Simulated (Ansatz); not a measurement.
Molecule: LaO, net charge 1, singlet state. SMILES: [O]=[La+]
Geometry: optimised at B3LYP-D3(BJ)/def2-TZVP (Ansatz, a program for electronic structure).

Quantity: vertical electron affinity (to the doublet state of charge +0; a negative value means that the extra electron is unbound and the number depends on the basis; each state is the SCF solution reached for its spin; for the singlet T1 is 0.026), in eV. Valence correlation only, unless marked. Open shells are spin-unrestricted. No spin-orbit coupling. The frozen core is the preceding noble-gas configuration, with the filled d and f shells of earlier blocks. In def2 rows, elements after Kr have scalar-relativistic effective core potentials. Basis-set limits of correlation are two-point, X^-3; Hartree-Fock from the larger set.

```tsv
level	program	vertical electron affinity (eV)
SVWN5/def2-TZVPD	Ansatz	5.67
PBE/def2-TZVPD	Ansatz	5.46
r2SCAN/def2-TZVPD	Ansatz	[?]
B3LYP/def2-TZVPD	Ansatz	[?]
PBE0/def2-TZVPD	Ansatz	5.41
BHLYP/def2-TZVPD	Ansatz	5.38
CAM-B3LYP/def2-TZVPD	Ansatz	5.48
wB97M-V/def2-TZVPD	Ansatz	[?]
wB97X-V/def2-TZVPD	Ansatz	5.20
wB97X/def2-TZVPD	Ansatz	5.10
CCSD/def2-SVPD	Ansatz	5.04
CCSD/def2-TZVPPD	Ansatz	5.05
CCSD/def2-QZVPPD	Ansatz	[?]
CCSD(T)/CBS(def2-TZVPPD,def2-QZVPPD)	Ansatz	5.07
```

Q: Complete the blanks.

A: 
- r2SCAN/def2-TZVPD, vertical electron affinity (eV): 5.34
- B3LYP/def2-TZVPD, vertical electron affinity (eV): 5.54
- wB97M-V/def2-TZVPD, vertical electron affinity (eV): 5.24
- CCSD/def2-QZVPPD, vertical electron affinity (eV): 5.06
